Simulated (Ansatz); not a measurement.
# Molecular dynamics of ClGeH₃O₂

input.yaml

```yaml
crystal:
  periodic: [false, false, false]
  atoms:
    - { symbol: Ge, position_ang: [-0.108545, -0.106912, 0.19684] }
    - { symbol: H, position_ang: [0.100264, -0.065174, 1.714078] }
    - { symbol: O, position_ang: [1.427589, 0.048067, -0.681227] }
    - { symbol: H, position_ang: [1.950744, -0.758266, -0.862681] }
    - { symbol: O, position_ang: [-1.098346, 1.231818, -0.367725] }
    - { symbol: H, position_ang: [-1.134702, 1.239275, -1.317351] }
    - { symbol: Cl, position_ang: [-0.900505, -1.899436, -0.479668] }
basis:
  gaussian: { orbitals: def2-SVP }
hamiltonian:
  xc: cam_b3lyp
  dispersion: d4
md:
  timestep: 0.5
  n_steps: 100
  ensemble: nvt_langevin
  temperature: 500.0
  initial_velocities: maxwell_boltzmann
  seed: 183317
  friction: 0.001
  masses: [{ species: H, mass: 2.014 }]
```

Command:

```bash
$ ansatz run input.yaml --threads 2 --pin off --max-ram 3072MiB --backend cpu --events-out ev --progress --plain --runs-dir out
```

It goes on from the last frame of an earlier run, with new velocities.

Output, in part (one step line in 4, the closing report, with atoms numbered from 0):

```
md step     0: t =     0.00 fs  T =   428.6 K  F+E_penalty+E_count = -73174.24567931 eV  E_kin = 0.387780 eV  (26 SCF iters)
md step     4: t =     2.00 fs  T =   316.8 K  F+E_penalty+E_count = -73174.15449534 eV  E_kin = 0.286664 eV  (29 SCF iters)
md step     8: t =     4.00 fs  T =   298.6 K  F+E_penalty+E_count = -73174.14495801 eV  E_kin = 0.270173 eV  (28 SCF iters)
md step    12: t =     6.00 fs  T =   312.3 K  F+E_penalty+E_count = -73174.16687199 eV  E_kin = 0.282534 eV  (29 SCF iters)
md step    16: t =     8.00 fs  T =   241.4 K  F+E_penalty+E_count = -73174.09792410 eV  E_kin = 0.218388 eV  (28 SCF iters)
md step    20: t =    10.00 fs  T =   224.9 K  F+E_penalty+E_count = -73174.09477103 eV  E_kin = 0.203534 eV  (29 SCF iters)
md step    24: t =    12.00 fs  T =   217.7 K  F+E_penalty+E_count = -73174.10538565 eV  E_kin = 0.196966 eV  (28 SCF iters)
md step    28: t =    14.00 fs  T =   156.3 K  F+E_penalty+E_count = -73174.05058898 eV  E_kin = 0.141408 eV  (30 SCF iters)
md step    32: t =    16.00 fs  T =   209.4 K  F+E_penalty+E_count = -73174.08108322 eV  E_kin = 0.189453 eV  (30 SCF iters)
md step    36: t =    18.00 fs  T =   260.3 K  F+E_penalty+E_count = -73174.14755565 eV  E_kin = 0.235485 eV  (30 SCF iters)
md step    40: t =    20.00 fs  T =   270.4 K  F+E_penalty+E_count = -73174.14727622 eV  E_kin = 0.244703 eV  (30 SCF iters)
md step    44: t =    22.00 fs  T =   315.0 K  F+E_penalty+E_count = -73174.18586555 eV  E_kin = 0.284986 eV  (28 SCF iters)
md step    48: t =    24.00 fs  T =   350.9 K  F+E_penalty+E_count = -73174.22907987 eV  E_kin = 0.317497 eV  (28 SCF iters)
md step    52: t =    26.00 fs  T =   306.9 K  F+E_penalty+E_count = -73174.19645876 eV  E_kin = 0.277648 eV  (29 SCF iters)
md step    56: t =    28.00 fs  T =   327.4 K  F+E_penalty+E_count = -73174.21038697 eV  E_kin = 0.296237 eV  (29 SCF iters)
md step    60: t =    30.00 fs  T =   378.4 K  F+E_penalty+E_count = -73174.25922904 eV  E_kin = 0.342343 eV  (29 SCF iters)
md step    64: t =    32.00 fs  T =   329.8 K  F+E_penalty+E_count = -73174.20835030 eV  E_kin = 0.298381 eV  (28 SCF iters)
md step    68: t =    34.00 fs  T =   299.8 K  F+E_penalty+E_count = -73174.19812487 eV  E_kin = 0.271239 eV  (29 SCF iters)
md step    72: t =    36.00 fs  T =   297.8 K  F+E_penalty+E_count = -73174.19618811 eV  E_kin = 0.269422 eV  (28 SCF iters)
md step    76: t =    38.00 fs  T =   205.1 K  F+E_penalty+E_count = -73174.12747454 eV  E_kin = 0.185609 eV  (29 SCF iters)
md step    80: t =    40.00 fs  T =   210.5 K  F+E_penalty+E_count = -73174.12716189 eV  E_kin = 0.190496 eV  (29 SCF iters)
md step    84: t =    42.00 fs  T =   236.6 K  F+E_penalty+E_count = -73174.13712077 eV  E_kin = 0.214072 eV  (28 SCF iters)
md step    88: t =    44.00 fs  T =   155.6 K  F+E_penalty+E_count = -73174.05971759 eV  E_kin = 0.140812 eV  (29 SCF iters)
md step    92: t =    46.00 fs  T =   191.5 K  F+E_penalty+E_count = -73174.08702300 eV  E_kin = 0.173265 eV  (28 SCF iters)
md step    96: t =    48.00 fs  T =   222.0 K  F+E_penalty+E_count = -73174.10571910 eV  E_kin = 0.200850 eV  (29 SCF iters)
md step   100: t =    50.00 fs  T =   175.6 K  F+E_penalty+E_count = -73174.05657154 eV  E_kin = 0.158850 eV  (29 SCF iters)
Total energy: -73174.05667880 eV, -2689.0969837887 hartree
Atom 0 at    -0.087196    -0.044118     0.156795 Å, force     1.257411    -1.118010    -0.473503 eV/Å
Atom 1 at     0.236774     0.171940     1.639062 Å, force    -0.324056    -0.342481    -0.061916 eV/Å
Atom 2 at     1.420450     0.091698    -0.799755 Å, force     1.065644    -1.408172     0.139884 eV/Å
Atom 3 at     2.158419    -0.616893    -0.792011 Å, force    -2.177914     1.578613     0.178248 eV/Å
Atom 4 at    -1.066896     1.328796    -0.273528 Å, force    -0.192462    -0.162252    -0.068651 eV/Å
Atom 5 at    -1.187288     1.497680    -1.214293 Å, force    -0.003485    -0.046240    -0.144031 eV/Å
Atom 6 at    -0.913108    -2.096665    -0.357096 Å, force     0.374863     1.498543     0.429970 eV/Å
Dipole moment:     0.239170     0.026995    -0.017936 e Å
```

The run went to its last step. The mean temperature of the second half is 48 % below the set value. A run of 0.05 ps of so small a system gives no equilibrium averages.

The same pairs are bonded in the first frame and the last. Pairs count as bonded within 1.25 times the sum of covalent radii (0.12 Å more for H–H).

Last frame:

```xyz
7
Properties=species:S:1:pos:R:3
Ge -0.087 -0.044 0.157
H 0.237 0.172 1.639
O 1.420 0.092 -0.800
H 2.158 -0.617 -0.792
O -1.067 1.329 -0.274
H -1.187 1.498 -1.214
Cl -0.913 -2.097 -0.357
```

Time of the run: 3.4 min on 2 threads of Arm Neoverse V2, with other jobs on the host, peak memory 0.23 GiB.
